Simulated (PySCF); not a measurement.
A structure optimised at PBE-D3(BJ)/def2-SVP, used in a PySCF frequency run:

```xyz
10

O     -0.3813     0.0908     1.8786
Ge    -0.2547     0.0112     0.0928
O     -1.1546     1.4951    -0.3882
O     -1.0692    -1.4851    -0.4619
P      1.8849    -0.1057    -0.8166
H     -0.7564     0.9614     2.1164
H     -1.2532     1.5482    -1.3573
H     -1.8395    -1.6600     0.1130
H      2.1922    -1.2482     0.0050
H      2.3742     0.8195     0.1739
```
Charge 0, spin multiplicity 1.

**Question.** Write its SMILES and formula.

**Answer.** [OH][Ge]([OH])([OH])[PH2], GeH5O3P

**Question.** What are its rotational constants (standard atomic weights)?

**Answer.** 3.4006, 1.9198, 1.8479 GHz
